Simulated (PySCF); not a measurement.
C2H3ClF2Si.

```xyz
9

F     -2.4384    -1.0769    -0.8767
C     -2.3375     0.0586    -0.1693
C     -1.1630     0.5290     0.2830
Si     0.4716    -0.2925    -0.0240
F      0.8941    -1.2112     1.2615
Cl     1.9011     1.1955    -0.2009
H     -3.3241     0.5323    -0.0189
H     -1.2012     1.4689     0.8568
H      0.5057    -1.1630    -1.2326
```
Charge 0, spin multiplicity 1.

Geometry: PBE-D3(BJ)/def2-SVP. The structure was generated by enumeration; whether it is a known compound was not checked. Other conformers were not sampled.

All values below come from PBE/pcSseg-1 (PySCF). Non-relativistic, no solvent.

### Question
Give the absolute GIAO shielding of each atom: isotropic value and principal components (ppm). (The exact figures need the calculation; the answer reports its results.)

### Answer

```csv
atom,σ(iso),σ11,σ22,σ33,span
F1,220.7,78.3,212.2,371.6,293.2
C2,6.2,-98.0,49.4,67.2,165.2
C3,71.2,-34.6,102.1,146.0,180.5
Si4,332.0,315.7,329.7,350.5,34.8
F5,297.8,238.5,307.9,347.0,108.5
Cl6,852.1,683.4,896.6,976.5,293.1
H7,23.9,21.1,23.9,26.7,5.6
H8,26.1,24.3,25.2,28.9,4.6
H9,25.0,21.4,23.3,30.2,8.8
```
